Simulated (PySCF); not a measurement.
# How methods differ on the ionisation energy of I⁺

I⁺ [Kr] 4d10 5s2 5p4 (3P) → I²⁺ [Kr] 4d10 5s2 5p3 (4S), as a difference of total energies. All numbers are calculated (PySCF 2.14, scalar relativity through the core potential, in def2-TZVP with the def2 core potential (28 electrons)). Correlated levels: valence: 4s2 4p6 4d10 frozen. The calculations carry no spin-orbit coupling.

```csv
method,ionisation energy (eV)
UHF,17.688
M06-L,18.568
BP86,18.922
MP2 (valence),18.285
SCS-MP2 (valence),18.344
CCSD (valence),18.413
CCSD(T) (valence),18.435
```

Problem. How much does correlation contribute at CCSD(T) (valence)?

Solution. 18.435 − (17.688) = 0.747 eV, measured against UHF.

Errors of the correlated levels include the incompleteness of this basis and the frozen core.

For comparison: 18.750 eV (measured; NIST levels, between the centres of gravity of the two terms).
